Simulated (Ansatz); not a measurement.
```xyz
9

N    -1.384   -0.233    0.326
Si    0.262    0.169    0.456
N     0.982   -0.099   -1.053
F     0.244    1.685    0.976
H    -2.063    0.149    0.963
H    -1.677   -1.112   -0.063
H     1.098   -0.551    1.445
H     1.974   -0.242   -1.142
H     0.565    0.233   -1.907
```

Total charge 0; spin multiplicity 1.

Task: List the PBE/def2-TZVPP orbital energies in eV (Ansatz). (Best estimate.)

Result: The calculation gave: Occupied: -1780.17, -659.17, -380.01, -379.93, -137.74, -94.52, -94.46, -94.44, -28.91, -21.35, -20.80, -13.36, -12.35, -12.19, -10.83, -10.48, -10.05, -9.20, -8.19, -6.44, -6.18. Lowest empty: 0.18, 0.49, 1.11, 1.72, 2.00, 2.25, 2.82, 3.39.
